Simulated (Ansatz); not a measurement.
One change: `C=C[SiH2]CN` becomes `C=C[SiH2]O`.

Ansatz, PBE0-D4/def2-TZVP geometries, multiplicity 1. Each molecule was computed in one conformer, which needn't be the lowest.

```
                             property  `C=C[SiH2]CN`
HOMO energy (ωB97M-V/def2-TZVPP) / eV          -8.80
  LUMO energy (B3LYP/def2-TZVPP) / eV          -0.75
  HOMO–LUMO gap (PBE/def2-TZVPP) / eV           3.64
 HOMO–LUMO gap (PBE0/def2-TZVPP) / eV           5.97
HOMO–LUMO gap (B3LYP/def2-TZVPP) / eV           5.53
  HOMO energy (B3LYP/def2-TZVPP) / eV          -6.28
```

**Question.** Give the same properties after the change, and the shifts. (Best estimate.)

**Answer.** The calculation gave: 
```
                             property  `C=C[SiH2]O`  shift
HOMO energy (ωB97M-V/def2-TZVPP) / eV        -10.20  -1.40
  LUMO energy (B3LYP/def2-TZVPP) / eV         -0.69   0.06
  HOMO–LUMO gap (PBE/def2-TZVPP) / eV          5.34   1.70
 HOMO–LUMO gap (PBE0/def2-TZVPP) / eV          7.49   1.52
HOMO–LUMO gap (B3LYP/def2-TZVPP) / eV          7.04   1.51
  HOMO energy (B3LYP/def2-TZVPP) / eV         -7.73  -1.45
```

With PBE0 the HOMO falls by 1.47 eV and the LUMO rises by 0.05 eV, so the gap widens by about 1.52 eV. PBE moves the HOMO by -1.67 eV and ωB97M-V by -1.40 eV. The zero-point energy changes by -106.7 kJ/mol with -12 modes.

B3LYP here is the variant with VWN-RPA as its local correlation; programs differ in this.
